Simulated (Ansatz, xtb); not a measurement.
System: sum formula PNH, net charge 1, singlet state. It need not be the lowest isomer of its formula. SMILES: [NH+]#P
Geometry from a B3LYP-D3(BJ)/def2-TZVP (Ansatz, a quantum-chemistry and plane-wave program) optimisation:
```xyz
3

N      0.0000     0.0000    -0.9047
P      0.0000     0.0000     0.5502
H      0.0000     0.0000    -1.9194
```
Charge +1, spin multiplicity 1.

Harmonic wavenumbers from GFN2-xTB (xtb, at its own minimum), cm⁻¹: 627, 627, 1583, 3516.

### Question
Give the harmonic wavenumbers at B3LYP-D3(BJ)/def2-TZVP (Ansatz, finite differences of forces, unscaled).

### Answer
700, 700, 1450, 3585 cm⁻¹. Zero-point energy 9.2 kcal/mol.

### Question
From these and the geometry, give the ideal-gas thermochemistry at 298.15 K and 1 atm (rigid rotor, harmonic oscillator).

### Answer
Point group C∞v, rotational symmetry number 1. Rotational constants 20.69, 20.69 GHz. S(trans) 37.40, S(rot) 13.32, S(vib) 0.63, S(elec, spin only) 0.00, S 51.4 cal/(mol K). H(298) - H(0) 2.22 kcal/mol; G - E(el) -3.9 kcal/mol.
